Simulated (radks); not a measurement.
Results of a calculation; reference values are marked as such.
Excited configurations of Sm: one electron is placed in a higher orbital outside [Xe] 4f6 6s1. The ground configuration is [Xe] 4f6 6s2. Level of theory: Dirac Kohn-Sham, BLYP, spin-unpolarised, spherical densities, point nucleus; open shells fill j = l - 1/2 first (a radial shooting solver on a logarithmic mesh with Libxc functionals). Excitation = E - E(ground); binding = E(ion) - E, where the ion is the core of charge +1; n* = 1/sqrt(2 binding) in atomic units, and the quantum defect is n - n*.

| outer orbital | excitation (eV) | binding (eV) | n* | eigenvalue (eV) |
|---|---|---|---|---|
| 5d3/2 | 1.947 | 3.935 | 1.860 | -1.065 |
| 6p1/2 | 2.340 | 3.542 | 1.960 | -1.684 |
| 7s1/2 | 3.872 | 2.010 | 2.602 | -1.121 |
| 7f5/2 | 5.366 | 0.516 | 5.133 | -0.302 |

The Delta-SCF ionisation energy is 5.882 eV (NIST Atomic Spectra Database: 5.644 eV, measured). Self-interaction in the functional shifts the binding energies and quantum defects, so they are the method's values and not measured ones. Spin polarisation and multiplet splitting are left out, so open shells lie too high by an amount that depends on their filling.

Beside tabulated values, note that spin-unpolarised runs miss the spin-polarisation part of the exchange energy of open shells.
